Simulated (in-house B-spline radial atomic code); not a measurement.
A run on an ion of nuclear charge 69 with 69.8 electrons that did not converge. Method: scalar-relativistic (X2C) r2SCAN0, spin-polarised, spherical fractional occupations, Fermi nucleus of rms radius 5.2256 fm; computed with a B-spline radial code for spherical atoms.

Command:
```bash
python run_scf.py task.json out
```
Settings (nuclear radius in fm, mass in u):
```
Z                69
configuration    [Xe] 4f13.8 6s2
hamiltonian      x2c
method           r2scan0
spin_polarised   True
nucleus          fermi
rms_radius       5.2256
atomic_mass      168.93422
speed_of_light   137.035999084
```

First and last ten iterations of the last attempt (damped for 15 steps, keeping 80 % of the old Fock matrix, then DIIS):
```
 iter        energy (Eh)    residual
    1      -13466.630727    8.99e-01
    2      -13485.932628    1.82e+00
    3      -13524.167217    1.18e+00
    4      -13545.749601    7.39e-01
    5      -13557.076297    5.10e-01
    6      -13562.530955    3.31e-01
    7      -13564.947050    2.13e-01
    8      -13565.976590    1.48e-01
    9      -13566.444222    1.05e-01
   10      -13566.688798    7.90e-02
  111      -13468.037327    8.84e-01
  112      -13468.040096    8.84e-01
  113      -13468.026003    8.84e-01
  114      -13468.030147    8.84e-01
  115      -13467.851726    8.85e-01
  116      -13567.001548    2.38e-02
  117      -13567.001228    2.48e-02
  118      -13466.689945    8.86e-01
  119      -13466.721898    8.86e-01
  120      -13466.722344    8.86e-01
 not converged after 120 iterations
```

The smallest residual met was 2.3e-02; the threshold is about 7e-07. No energy from this run should be used. The likely cause: this method binds the added charge weakly or not at all at the basis-set limit, so charge moves back and forth between the atom and the box. Time taken, with all properties: 7.6 s on 1 thread of Arm Neoverse V1, on a shared host.
